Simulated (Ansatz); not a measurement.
Start from `C[O][Sc]([O]C)[O]C` and change one element to get `C[O][Y]([O]C)[O]C`.

Ansatz, PBE0-D4/def2-TZVP geometries, multiplicity 1. Each molecule was computed in one conformer, which needn't be the lowest.

Elements past krypton have def2 core potentials. Scalar relativity is left out up to krypton.

```json
{"property": "HOMO–LUMO gap (B3LYP/def2-TZVPP) / eV", "`C[O][Sc]([O]C)[O]C`": "5.27"}
{"property": "size of the dipole moment (ωB97M-V/def2-TZVPP) / D", "`C[O][Sc]([O]C)[O]C`": "0.04"}
{"property": "LUMO energy (PBE/def2-TZVPP) / eV", "`C[O][Sc]([O]C)[O]C`": "-2.20"}
{"property": "HOMO–LUMO gap (ωB97M-V/def2-TZVPP) / eV", "`C[O][Sc]([O]C)[O]C`": "9.60"}
{"property": "size of the dipole moment (PBE/def2-TZVPP) / D", "`C[O][Sc]([O]C)[O]C`": "0.04"}
{"property": "LUMO energy (ωB97M-V/def2-TZVPP) / eV", "`C[O][Sc]([O]C)[O]C`": "0.04"}
```

(1) What does the change do to each property? (Estimate.)

Answers

(1) Ansatz gave: 
```json
{"property": "HOMO–LUMO gap (B3LYP/def2-TZVPP) / eV", "`C[O][Y]([O]C)[O]C`": "5.12", "shift": "-0.15"}
{"property": "size of the dipole moment (ωB97M-V/def2-TZVPP) / D", "`C[O][Y]([O]C)[O]C`": "0.03", "shift": "-0.01"}
{"property": "LUMO energy (PBE/def2-TZVPP) / eV", "`C[O][Y]([O]C)[O]C`": "-2.16", "shift": "0.04"}
{"property": "HOMO–LUMO gap (ωB97M-V/def2-TZVPP) / eV", "`C[O][Y]([O]C)[O]C`": "9.27", "shift": "-0.33"}
{"property": "size of the dipole moment (PBE/def2-TZVPP) / D", "`C[O][Y]([O]C)[O]C`": "0.03", "shift": "-0.01"}
{"property": "LUMO energy (ωB97M-V/def2-TZVPP) / eV", "`C[O][Y]([O]C)[O]C`": "-0.22", "shift": "-0.26"}
```

With PBE0 the HOMO rises by 0.10 eV and the LUMO falls by 0.08 eV, so the gap narrows by about 0.18 eV. PBE moves the HOMO by 0.09 eV and ωB97M-V by 0.07 eV.

B3LYP here is the variant with VWN-RPA as its local correlation; programs differ in this.
